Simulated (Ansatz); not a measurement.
Ideal-gas functions of `FC(Cl)=[Se]` at 600 K and 1 bar, from an Ansatz frequency run at PBE0-D4/def2-TZVP.

Molar mass 145.42 g/mol, point group Cs (symmetry number 1), electronic degeneracy 1, moments of inertia 67.842, 249.967, 317.809 u Å². Harmonic wavenumbers (cm⁻¹, unscaled): 266, 392, 520, 550, 1005, 1237.

Use S(trans) = R[1.5 ln M + 2.5 ln T − 1.1517]; rotational temperatures θ = 24.2544 K / I; S(rot) = R[ln(√π/σ · √(T³/θAθBθC)) + 1.5]; for each mode x = 1.438777 ν̃/T, S = R[x/(eˣ − 1) − ln(1 − e⁻ˣ)] and H = RT x/(eˣ − 1); 1 cm⁻¹ = 0.0119627 kJ/mol; R = 8.31446 J/(mol·K).

Question: By hand: the entropy, in J/(mol·K).

Answer: Translation 185.5. Rotation: θ = 0.3575, 0.097, 0.0763 K, giving 121.7. Vibration, mode by mode: 12.19, 9.13, 7.00, 6.59, 2.76, 1.78, in all 39.4. Electronic 0.0. Sum 346.6 J/(mol·K).

Question: By hand: H − E and G − E in kJ/mol, counted from the electronic energy.

Answer: Zero-point energy ½ × 3970 × 0.0119627 = 23.7; thermal vibration 13.5; translation, rotation and pV give 4 RT = 20.0. H − E = 57.2 kJ/mol, and G − E = 57.2 − 600 × 346.6/1000 = -150.8 kJ/mol.

Vibration gives 11 % of the entropy.
